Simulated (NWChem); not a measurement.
Molecule: C$_{4}$H$_{2}$ClF; SMILES C#C/C(=C\Cl)F

All runs: NWChem. Pople sets run with spherical d functions. The geometry was optimised at PBE0/def2-SVP. Level: PBE/6-31G* with SMD (1 M gas to 1 M solution), gas-phase geometry.

Estimate the computed values for solvent water. Quantities: solvation free energy (kcal/mol); cavity-dispersion-structure term (kcal/mol); dipole in solution (D).


- solvation free energy (kcal/mol): 1.0
- cavity-dispersion-structure term (kcal/mol): 5.0
- dipole in solution (D): 0.62
